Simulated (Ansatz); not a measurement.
Frontier orbitals of `C[O][In]([Cl])[Cl]`.

```xyz
8

C     0.294   -1.208   -0.616
O    -0.613   -0.128   -0.669
In   -0.499    1.381    0.571
Cl    1.279    1.452    2.041
Cl   -2.073    3.045    0.522
H     0.519   -1.520   -1.640
H    -0.150   -2.059   -0.087
H     1.243   -0.963   -0.123
```

The species carries charge 0 and has multiplicity 1. Correlated methods include outer-core shells of In, which these sets cover unevenly. In takes the def2 core potential. The geometry is a stationary point of PBE0-D4/def2-TZVP. It is one conformer, not always the lowest. Basis def2-TZVPP, Ansatz.

| functional | HOMO (eV) | LUMO (eV) | gap (eV) |
| --- | --- | --- | --- |
| PBE | -6.72 | -3.40 | 3.32 |
| revPBE | -6.65 | -3.27 | 3.38 |
| r2SCAN | -7.03 | -3.21 | 3.82 |
| PBE0 | -8.22 | -2.52 | 5.70 |
| B3LYP | -7.99 | -2.83 | 5.16 |
| BHLYP | -9.70 | -1.63 | 8.07 |
| LC-ωPBE | -11.03 | -0.24 | 10.79 |
| ωB97X-V | -10.69 | -0.42 | 10.27 |
| ωB97M-V | -10.61 | -0.55 | 10.06 |

A quarter of exact exchange (PBE0) shifts PBE's HOMO by −1.51 eV and its LUMO by +0.88 eV; full exchange at long range (ωB97M-V) shifts them by −3.89 and +2.85 eV. The gap opens from 3.32 to 10.05 eV, since occupied levels lose self-interaction and empty ones feel all the electrons.

B3LYP here is the variant with VWN-RPA as its local correlation; programs differ in this. LC-ωPBE has ω = 0.4 bohr⁻¹.
